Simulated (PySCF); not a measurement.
C₅H₉N₃Si.
InChI=1S/C5H9N3Si/c9-8-5(3-6-7-8)4-1-2-4/h3-4H,1-2H2,9H3

All values: CAM-B3LYP/def2-SVPD (PySCF, non-relativistic), on one gas-phase PBE0-D3(BJ)/def2-SVP geometry that isn't relaxed in the solvent. The solvent is an IEF-PCM continuum (cavity from Bondi-type radii × 1.2), and excitations are vertical TDDFT with non-equilibrium linear response and a frozen core. Only the electrostatic response of the medium enters.

Gas-phase singlets (H = HOMO, L = LUMO):

| state | E (eV) | λ (nm) | f | leading configurations |
| --- | --- | --- | --- | --- |
| S1 | 5.499 | 225 | 0.008 | H-1→L 67%, H-1→L+2 15% |
| S2 | 6.293 | 197 | 0.156 | H→L 76% |
| S3 | 6.929 | 179 | 0.012 | H-2→L 28%, H→L+1 24% |
| S4 | 6.996 | 177 | 0.016 | H→L+1 44%, H-2→L 17% |
| S5 | 7.092 | 175 | 0.013 | H-1→L+6 29%, H-1→L+9 17% |

Problem. Give the list for methanol (ε = 32.61), n² = 1.77.

Solution. 
```tsv
state	E (eV)	λ (nm)	f	leading configurations	change by rank (eV)
S1	5.740	216	0.015	H-1→L 79%	+0.241
S2	6.181	201	0.198	H→L 85%	-0.112
S3	6.983	178	0.039	H-2→L 63%, H→L+4 17%	+0.054
S4	7.241	171	0.010	H→L+1 86%	+0.245
S5	7.336	169	0.006	H-5→L 29%, H-1→L+4 19%	+0.244
```

Problem. How do the frontier levels move from gas to methanol?

Solution. 
```json
{"orbital": "LUMO+2", "gas (eV)": "1.12", "solvent (eV)": "1.39", "change (eV)": "+0.27"}
{"orbital": "LUMO+1", "gas (eV)": "1.03", "solvent (eV)": "1.29", "change (eV)": "+0.26"}
{"orbital": "LUMO", "gas (eV)": "0.63", "solvent (eV)": "0.57", "change (eV)": "-0.06"}
{"orbital": "HOMO", "gas (eV)": "-8.61", "solvent (eV)": "-8.70", "change (eV)": "-0.09"}
{"orbital": "HOMO-1", "gas (eV)": "-8.90", "solvent (eV)": "-9.32", "change (eV)": "-0.42"}
{"orbital": "HOMO-2", "gas (eV)": "-9.77", "solvent (eV)": "-9.87", "change (eV)": "-0.10"}
{"orbital": "HOMO-3", "gas (eV)": "-10.61", "solvent (eV)": "-10.39", "change (eV)": "+0.22"}
```

The HOMO–LUMO gap goes from 9.25 to 9.27 eV. Rows go by rank; for LUMO the atom shares or the degeneracy differ between the runs, so the row needn't follow one orbital.

The values belong to the conformer `[SiH3:1][n:2]1[n:3][n:4][cH:5][c:6]1[CH:7]1[CH2:8][CH2:9]1`: C5–C6–C7–C8 105°.
